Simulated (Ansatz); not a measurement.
Harmonic frequencies (cm⁻¹) at PBE0-D4/def2-TZVP from Ansatz: 166, 377, 622.

(1) Which molecule is it?
A. `[Cl][InH]`•
B. `[NH2][Al][F]`•
C. `[F][Sb][Cl]`•
D. `F[Si]([S])(Cl)Cl`•

Answers

(1) C.
